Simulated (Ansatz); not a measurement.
The cluster Mo₃Se₅. The state is a singlet with charge 0. Geometry PBE-D4/def2-SVP, basis def2-TZVP, Ansatz.

```xyz
8

Mo    1.0260   -0.3386   -0.9570
Mo    0.8476   -0.2867    1.3304
Mo   -0.6589    1.2436    0.1372
Se   -0.2273   -2.3206   -1.5764
Se    0.6823    1.8818   -1.8810
Se    0.6956   -2.6793    0.6536
Se   -2.8061    0.5071    0.0694
Se    0.4407    1.9927    2.2239
```

| run | HOMO (eV) | LUMO (eV) |
| --- | --- | --- |
| A | -6.16 | -4.04 |
| B | -5.49 | -4.56 |
| C | -6.34 | -3.91 |
| D | -5.69 | -4.57 |

In the def2 sets Mo takes a core potential; there is no spin–orbit coupling. B3LYP takes the VWN-RPA correlation. No other spin state of charge 0 was run. Another isomer (singlet) lies 2.24 eV lower at PBE0-D4/def2-TZVP; other spin states weren't run for this one.

Task: The runs used B3LYP, PBE, PBE0, r2SCAN. Estimate which is which.

Result: A B3LYP (20 % exact exchange); B PBE (0 % exact exchange); C PBE0 (25 % exact exchange); D r2SCAN (0 % exact exchange). Exact exchange lowers occupied and raises empty levels; among semilocal functionals meta-GGAs tend to open the gap a little, and such runs are hard to tell apart. The gap grows from 0.92 eV (PBE) to 2.42 eV (PBE0). The restricted singlet is unstable towards broken spin symmetry in Hartree–Fock (as tested in another run); at B3LYP-D4/def2-TZVP, PBE-D4/def2-TZVP, PBE0-D4/def2-TZVP, r2SCAN-D4/def2-TZVP this wasn't settled.
